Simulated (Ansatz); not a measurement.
Relaxation of BClFH$_{3}$Si (7 atoms, charge 0, multiplicity 1), to a largest force component of 0.015 eV/Å in at most 40 steps.

Level of theory: Ansatz 0.2.0, RKS B3LYP-D4/def2-SVP.

```xyz
7
Properties=species:S:1:pos:R:3
F -0.764 -1.733 1.222
B -0.685 -0.858 0.037
Si 0.515 0.647 0.033
Cl -1.609 -1.205 -1.470
H 1.181 0.784 1.335
H 1.520 0.513 -1.046
H -0.277 1.927 -0.231
```

**Question.** Where does it end, and by what steps?

**Answer.** The forces met the threshold. After 7 steps the energy has fallen by 0.565 eV; F1 moved furthest, 0.16 Å.

| step | energy less start (eV) | largest force component (eV/Å) | accepted |
| --- | --- | --- | --- |
| 0 | 0.0000 | 3.694 | yes |
| 1 | -0.3340 | 2.319 | yes |
| 2 | -0.4256 | 1.826 | yes |
| 3 | -0.5089 | 0.692 | yes |
| 4 | -0.5523 | 0.561 | yes |
| 5 | -0.5637 | 0.125 | yes |
| 6 | -0.5646 | 0.056 | yes |
| 7 | -0.5649 | 0.007 | yes |

```xyz
7
Properties=species:S:1:pos:R:3
F -0.839 -1.730 1.077
B -0.698 -0.920 0.045
Si 0.539 0.696 0.056
Cl -1.647 -1.291 -1.399
H 1.249 0.854 1.358
H 1.544 0.542 -1.038
H -0.266 1.923 -0.219
```

Run time: 29 s on 1 thread of Arm Neoverse V2, on a shared host, peak memory 0.15 GiB.
